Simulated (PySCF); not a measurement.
GaI2, SMILES [Ga]([I])[I], multiplicity 2.

The structure is a stationary point at B3LYP-D3(BJ)/def2-SVP. The spin state was assumed, not searched. The isomer is the one that the SMILES or the coordinates give; other isomers of the formula were not compared. The def2 effective core potentials stand for the cores of I; spin–orbit coupling is left out.

Method: TDA-PBE0/def2-SVPD (PySCF).

Vertical excitations. Gas-phase values at a fixed geometry.

| state | energy (eV) | λ (nm) | f | main pairs |
|---|---|---|---|---|
| root 1 | 2.11 | 587 | 0.001 | β HOMO→LUMO 99 % |
| root 2 | 2.24 | 553 | 0.000 | β HOMO−1→LUMO 99 % |
| root 3 | 2.55 | 487 | 0.001 | β HOMO−3→LUMO 94 % |
| root 4 | 2.58 | 481 | 0.006 | β HOMO−2→LUMO 97 % |
| root 5 | 2.91 | 427 | 0.012 | α HOMO→LUMO 94 % |
| root 6 | 3.59 | 345 | 0.071 | α HOMO−2→LUMO 10 %, β HOMO−4→LUMO 84 % |
| root 7 | 4.17 | 297 | 0.000 | α HOMO−1→LUMO 98 % |
| root 8 | 4.21 | 295 | 0.043 | α HOMO→LUMO+1 93 % |
| root 9 | 4.29 | 289 | 0.017 | α HOMO−2→LUMO 65 %, β HOMO−1→LUMO+1 29 % |
| root 10 | 4.47 | 278 | 0.001 | α HOMO−3→LUMO 71 %, β HOMO−3→LUMO+1 25 % |
Unrestricted roots are not spin-pure.
